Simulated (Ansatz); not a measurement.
Reaction (SMILES): [AsH3] (AsH3) -> [AsH3] (AsH3) as doublet, charge +1 + e-
Each molecule is optimised on its own at B3LYP-D3(BJ)/def2-TZVP (Ansatz, a program for electronic structure). A spin state is the lowest found, not a proven ground state.

Quantity: adiabatic ionisation energy (electronic energy difference), in eV. Correlated levels leave the core frozen unless marked. UHF or UKS for open shells. No spin-orbit coupling. Frozen are the shells of the preceding noble gas and the d and f shells that filled before the atom's block. No relativistic terms. CBS(X,Y): correlation extrapolated as X^-3; Hartree-Fock from the larger set.

| level | program | adiabatic ionisation energy (eV) |
|---|---|---|
| HF/6-31G* | Ansatz | 8.55 |
| HF/def2-SVP | Ansatz | 8.53 |

Problem. Predict the CCSD(T)/CBS(aug-cc-pVTZ,aug-cc-pVQZ) result (Ansatz).

Solution. 9.68 eV, so HF/def2-SVP differs from it by -1.15 eV.
